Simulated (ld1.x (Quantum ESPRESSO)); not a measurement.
**bromine (Br): variants of one RRKJ potential**

Base potential:

bromine, norm-conserving RRKJ (Kleinman–Bylander form), made with ld1.x (Quantum ESPRESSO) 7.5 (PBE, scalar-relativistic). Core [Ar], reference 3d10 4s2 4p5. Waves: 4s (bound): rc 1.30 bohr; 3d (bound): rc 1.10 bohr; 4p (bound): rc 1.70 bohr. Local part: the p channel. Core correction: a·sin(br)/r model core inside 1.15 bohr. rho0 = 0.005.

All-electron outer shells of the reference configuration (PBE, scalar-relativistic, ld1.x):

```json
{"shell": "3s", "level (eV)": "-238.08", "outermost node (bohr)": "0.23", "outermost maximum (bohr)": "0.48"}
{"shell": "3p", "level (eV)": "-173.49", "outermost node (bohr)": "0.21", "outermost maximum (bohr)": "0.48"}
{"shell": "3d", "level (eV)": "-66.72", "outermost node (bohr)": "–", "outermost maximum (bohr)": "0.43"}
{"shell": "4s", "level (eV)": "-20.13", "outermost node (bohr)": "0.67", "outermost maximum (bohr)": "1.41"}
{"shell": "4p", "level (eV)": "-7.86", "outermost node (bohr)": "0.70", "outermost maximum (bohr)": "1.66"}
```

Cutoffs, loose and tight: the cutoffs (Ry, on a coarse ladder) from which the occupation-weighted sum of valence levels, in a spherical-Bessel basis at the reference potential, stays within 10 and 1 mRy of its value at 400 Ry. They do not see the model core or the augmentation charge, which bear on the density cutoff. Test errors are all-electron minus pseudo excitation energies from the reference, over the configurations 3d10 4s2 4p4; 3d10 4s2 4p3; 3d10 4s2 4p2; 3d10 4s1 4p5; 3d10 4s2 4p1; 3d10 4s2 4p5.3; 3d9 4s2 4p5. A dash means not determined; rows that change the core or the reference have their own tests. The largest error is taken over the tests solved by every variant that gives reliable tests at all: 3d10 4s1 4p5; 3d10 4s2 4p1; 3d10 4s2 4p2; 3d10 4s2 4p3; 3d10 4s2 4p4; 3d9 4s2 4p5.

A true bound ghost makes a file unfit for plane-wave use even where its test errors are small: the radial tests pick states by their node count and pass the ghost by.

```csv
change,outcome,"cutoff, loose","cutoff, tight",bound ghosts,largest test error (meV)
base,generated,200 Ry,300 Ry,s,-374
core correction a·sin(br)/r model core inside 0.78 bohr,generated,200 Ry,300 Ry,s,-448
"all radii but the core radius scaled by about 0.97 (s 1.26, p 1.64, d 1.06 bohr)",generated,230 Ry,300 Ry,none,-461
local potential all-electron potential smoothed inside 1.00 bohr (lloc = -2),generated,200 Ry,300 Ry,none,+205
functional Wu–Cohen,generated,200 Ry,300 Ry,s,-363
wave 4s (bound): rc 1.30 bohr becomes 4s (bound): rc 1.20 bohr,generated,200 Ry,300 Ry,none,-341
wave 3d (bound): rc 1.10 bohr becomes 3d (bound): rc 0.76 bohr,generated,over 300 Ry,over 300 Ry,s,-1318
wave 4p (bound): rc 1.70 bohr becomes 4p (bound): rc 1.80 bohr,generated,200 Ry,300 Ry,s,-344
local potential the s channel,generated,200 Ry,300 Ry,none,-472
type TM; local potential the s channel; rho0 0,generated,260 Ry,over 300 Ry,none,-952
```
